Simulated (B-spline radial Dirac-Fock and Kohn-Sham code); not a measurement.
K-line shifts caused by a second vacancy in Br⁶⁺

System: bromine as Br⁶⁺ in the configuration [Ar] 3d10 4s1.

Input file task.json (cfg lists n, l and occupation; rrms is the nuclear radius in fm):

```json
{"items": [{
  "Z": 35,
  "q": 6,
  "cfg": [[1, 0, 2], [2, 0, 2], [2, 1, 6], [3, 0, 2], [3, 1, 6], [3, 2, 10], [4, 0, 1]],
  "A": 79,
  "rrms": 4.1629,
  "do": ["binding", "quiet", "double"]
}]}
```

Command: `python xray_run.py task.json out`

Calculated with a radial finite-basis atomic code, using Dirac-Fock (average of configuration) total-energy differences with a finite nucleus, the Breit interaction including its frequency dependence, and self-energy and vacuum-polarisation corrections. Each two-hole energy is an average over J within one jj subconfiguration, not an observable level; in light atoms, where LS coupling holds, the j-resolved values are not observed lines, and for a K spectator the Kα1 hypersatellite is nearly forbidden. No correlation.

Lines without a spectator: Kα2 (K-L2) 11878.3 eV, Kα1 (K-L3) 11925.0 eV, Kβ3 (K-M2) 13286.0 eV, Kβ1 (K-M3) 13293.0 eV. Shifts in eV with one spectator hole (a dash: not computed, or left out as unreliable):

```
spectator hole     Kα2     Kα1     Kβ3     Kβ1
        K (1s)  +379.3  +384.8  +477.6  +478.6
    L2 (2p1/2)   +38.1   +46.9       –  +103.0
    L3 (2p3/2)   +41.3   +40.2   +97.1       –
    M2 (3p1/2)       –   +4.25   +9.98  +12.45
    M3 (3p3/2)   +3.65       –  +11.43  +10.88
    M4 (3d3/2)   +0.23   -1.17       –       –
    M5 (3d5/2)   -1.34   -0.39       –       –
```

With n spectator holes in 2p, averaged over the 2p shell (energies in eV):

```tsv
n	KαLⁿ	step	hypersatellite KαʰLⁿ
0	11909.4	–	12292.4
1	11951.6	+42.2	12335.8
2	11994.8	+43.3	12380.4
3	12039.3	+44.4	12426.2
4	12084.9	+45.6	12473.1
5	12131.6	+46.8	12521.2
```

Run: 38 s of CPU time on 1 thread of Neoverse-V1 (shared host), peak memory 0.40 GiB.
